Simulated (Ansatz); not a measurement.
Gas-phase electronic energies from Ansatz, PBE0-D4/def2-TZVP geometries. CCSD(T)/CBS adds triple-zeta CCSD(T) − MP2 to the extrapolated MP2 energy (def2 sets, frozen cores). This one scheme is used for every species. Functionals use def2-TZVPP. Each species was taken in one conformer, which may not be the lowest.

Consider the cleavage of the Al–Al bond: `C[CH2][AlH][AlH2]` + H₂S → `C[CH2][AlH][SH]` + `[AlH3]`.

(1) Is it downhill or uphill in electronic energy at CCSD(T)/CBS, and by how much? (An estimate is asked.)

(2) What do these levels give: PBE-D4, r2SCANh-D4, revPBE, CCSD(T)/def2-SVP, SCS-MP2/def2-TZVPP, SCS-MP2/def2-QZVPP? (Best estimate.)

Largest T1 diagnostic among the species: 0.010.

Results:

(1) The calculation gave: Downhill: ΔE = -123.7 kJ/mol.

(2) Computed: PBE-D4 -111.4, r2SCANh-D4 -126.1, revPBE -107.4, CCSD(T)/def2-SVP -123.1, SCS-MP2/def2-TZVPP -129.3, SCS-MP2/def2-QZVPP -131.6 kJ/mol.

From PBE to PBE0 (25 % exact exchange), in def2-TZVPP and without D4, ΔE moves by −3.8 kJ/mol. Leaving LDA and LC-ωPBE aside and taking each functional with its dispersion term where it has one, the values, not all of them listed here, spread over 24.1 kJ/mol, from B97M-V to PBE-D4. LDA lies −4.2 kJ/mol from PBE without D4.
